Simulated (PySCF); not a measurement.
Ga(Br)2(OH) (Br2GaHO), SMILES [OH][Ga]([Br])[Br]. Geometry: PBE0-D3(BJ)/def2-SVP. The structure was generated by enumeration; whether it is a known compound was not checked. Other conformers were not sampled.

Task: Give the equilibrium geometry at PBE0-D3(BJ)/def2-SVP (PySCF confirms it by a frequency run) as bond lengths and angles, and its point group. (An estimate is asked for; the answer gives what the named calculation found.)

Result: One answer among several that fit: point group Cs.
Atoms: Ga1 Br2 Br3 O4 H5. Bond lengths (Å): Ga1–Br2 2.273, Ga1–Br3 2.258, Ga1–O4 1.767, O4–H5 0.964. Angles (°): Br2–Ga1–Br3 121.3, Br2–Ga1–O4 120.7, Br3–Ga1–O4 118.1, Ga1–O4–H5 113.7.
